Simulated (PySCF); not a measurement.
**Stretching NaZn**

Set-up: PySCF, no relativity, basis sets Na 6-31G(d,p), Zn 6-31G(d,p). Energies in eV from Na + Zn in their ground configurations at the same level. All curves are PBE0. state 1: ²Σ⁺ (doublet), unpaired electrons σ ↑; state 2: ²Π (doublet), unpaired electrons π ↑, a second solution, started from another occupation; state 3: ⁴Π (quartet), unpaired electrons σ ↑↑, π ↑, a second solution, started from another occupation.

```
R (Å)  state 1  state 2  state 3
2.435  -0.1467   0.6521   3.3525
2.548  -0.2704   0.6207   3.2232
2.661  -0.3355   0.6441   3.1494
2.746  -0.3569   0.6866   3.1207
2.831  -0.3617   0.7435   3.1089
2.916  -0.3548   0.8101   3.1096
3.029  -0.3338   0.9075   3.1241
3.171  -0.2973   1.0338   3.1557
3.341  -0.2491   1.1813   3.2034
3.567  -0.1892   1.3573   3.2701
```

Problem. Put a parabola through the three lowest points of the state 1 curve and estimate Re, k and ωe (reduced mass 16.91 u; 1 eV/Å² = 0.16022 mdyn/Å; ωe = 1302.8·√(k/μ) cm⁻¹).

Solution. Through R = 2.746, 2.831, 2.916 Å the second-order coefficient is 0.810 eV/Å², so Re ≈ 2.823 Å, k ≈ 0.259 mdyn/Å and ωe ≈ 161 cm⁻¹. A polynomial fit of higher order to the unrounded PBE0 energies gives Re = 2.819 Å, k = 0.272 mdyn/Å, ωe = 165 cm⁻¹; anharmonicity and rounding make the difference.

The higher-order fit for each curve: state 1: Re = 2.819 Å, ωe = 165 cm⁻¹, De = 0.362 eV; state 2: Re = 2.549 Å, ωe = 261 cm⁻¹, minimum 0.62 eV above the ground-state fragments; state 3: Re = 2.867 Å, ωe = 156 cm⁻¹, minimum 3.11 eV above the ground-state fragments.

The bond is weak. Basis-set superposition, not corrected here, can be much of De in a small basis, most of all at correlated wavefunction levels. Functionals without a dispersion term scatter widely for such bonds, and LDA overbinds them. Counting both spins, an empty level lies below a filled one in some of these solutions, because spin and occupation are held. The state is the lowest determinant that a PBE0 search found; another state may lie lower at other levels.
